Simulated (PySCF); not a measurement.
**Removing an electron from `C#C[C@@H](CO)C(F)(F)F`**

Compound: C5H5F3O.
Numbering: `[CH:1]#[C:2][C@@H:3]([CH2:4][OH:5])[C:6]([F:7])([F:8])[F:9]` (hydrogens: H10 on C1; H11 on C3; H12, H13 on C4; H14 on O5)

Cartesian coordinates in Å at the PBE0-D3(BJ)/def2-SVP level; atoms count from 1:
```xyz
14
C5H5F3O angstrom
C     -2.1307   -0.9982   -0.7759
C     -1.0451   -0.4842   -0.6275
C      0.2230    0.1909   -0.3778
C      0.1807    0.9258    0.9779
O     -0.8381    1.8693    1.0128
C      1.3982   -0.7716   -0.4627
F      1.3298   -1.7176    0.4752
F      2.5462   -0.1106   -0.2850
F      1.4555   -1.3741   -1.6475
H     -3.0833   -1.4728   -0.9262
H      0.3873    0.9456   -1.1657
H      0.0975    0.1706    1.7825
H      1.1319    1.4596    1.1175
H     -1.6779    1.4025    0.9216
```

Level: CAM-B3LYP/def2-SVPD (PySCF). Frontier orbitals with their largest atomic shares (Löwdin; up to four atoms above 4 %):

```csv
orbital,ε (eV),main atoms
HOMO−3,-11.57,"O5 45 %, C4 19 %, H13 9 %, C3 7 %"
HOMO−2,-10.42,"O5 39 %, C2 21 %, C1 19 %, C4 8 %"
HOMO−1,-10.07,"C1 39 %, C2 38 %, C3 7 %"
HOMO,-9.77,?
LUMO,0.99,"C1 23 %, C2 12 %, O5 11 %, C4 10 %"
LUMO+1,1.29,"C1 31 %, C2 26 %, H10 11 %, C4 6 %"
LUMO+2,1.42,"C1 29 %, C2 16 %, O5 12 %, H10 10 %"
```

Q: What vertical ionisation energy does ΔSCF give, and how far is −ε(HOMO) from it?

A: ΔSCF: 10.67 eV (1030 kJ/mol; threshold wavelength 116 nm); ⟨S²⟩ of the doublet left behind is 0.759, against 0.75 for a pure doublet. −ε(HOMO) is 9.77 eV, 0.90 eV below it. In exact Kohn–Sham theory the two would be equal; CAM-B3LYP (range-separated hybrid) falls short of its own ΔSCF value by 8 %. Holes in the HOMO−1 and HOMO−2 were tried too where these lie within 1.2 eV of the HOMO; the lowest converged state counts.

Q: On which atoms does the HOMO lie?

A: C1 (terminal alkyne carbon) 25 %, O5 (alcohol oxygen) 24 %, C2 (alkyne carbon) 22 %, C3 (propargylic carbon) 9 %, so no atom holds as much as 40 %. The HOMO−1 lies 0.30 eV lower.

Q: With α = 64.6 au, estimate the like-pair dispersion coefficient by London's formula C6 = (3/4)α²I.

A: I = 0.3922 Eh, so C6 ≈ 1230 au, a rough estimate.

Q: What kinetic energy would electrons from this vertical process carry with 118.2 nm light (10.49 eV)?

A: The photon is 0.18 eV short of the vertical value.

Q: How many of the 10 lowest singlet excitations (vertical TDDFT, same level) lie below the ionisation energy?

A: All 10; they run from 6.45 to 9.01 eV.

Q: What total energies stand behind the ΔSCF value?

A: E(N) = -567.64350 Eh and E(N − 1) = -567.25129 Eh at the same geometry, 0.39221 Eh apart.

One conformer (not necessarily the lowest) at the PBE0-D3(BJ)/def2-SVP geometry, without solvent, vibrations or thermal averaging.

These values come from a run that also computed excited states and ΔSCF ions. On an Arm Neoverse V1 with one thread, shared host, this took 5.2 min.
